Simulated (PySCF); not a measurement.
## HfF and its ions

ROHF-CCSD(T); Hf def2-TZVPPD with ECP60, F def2-TZVPPD; scalar-relativistic core potentials (PySCF 2.14). Neutral (ROHF): doublet (δ ↑), Re = 1.875 Å, ωe = 662 cm⁻¹, De = 6.89 eV.

HfF⁺ (UHF): triplet (σ ↑, δ ↑), Re = 1.827 Å, ωe = 746 cm⁻¹, De = 6.11 eV to Hf⁺ (5d1 6s2) + F. The energies at the minima are -147.51358 hartree for HfF and -147.24324 for HfF⁺.

**Question.** Work out the adiabatic ionisation energy, without and with harmonic zero-point energies (1 hartree = 27.2114 eV, 1 eV = 8065.5 cm⁻¹), and the change of the bond length.

**Answer.** At CCSD(T): 0.27034 hartree = 7.356 eV between the minima; the zero-point term (746.0 − 662.0)/2 cm⁻¹ = +0.005 eV makes it 7.362 eV. Re changes by -4.8 pm against the neutral. The electron leaves a σ orbital, and the shorter bond of the ion fits an antibonding orbital, or a change in how ionic the bond is.

Correlated steps freeze 1 core orbital. UHF and ROHF references stand side by side, which adds small steps between rows. Spin–orbit coupling is left out, which matters for elements this heavy, above all for dissociation energies. For an ion De counts to the pair picked by the measured ionisation energies or electron affinities, which need not be the lowest pair at this level. With d or f electrons several states lie close, and the lowest PBE0 determinant need not be the measured ground state.

Neutral and ion stand on different kinds of reference determinant, which adds to the error of the difference.
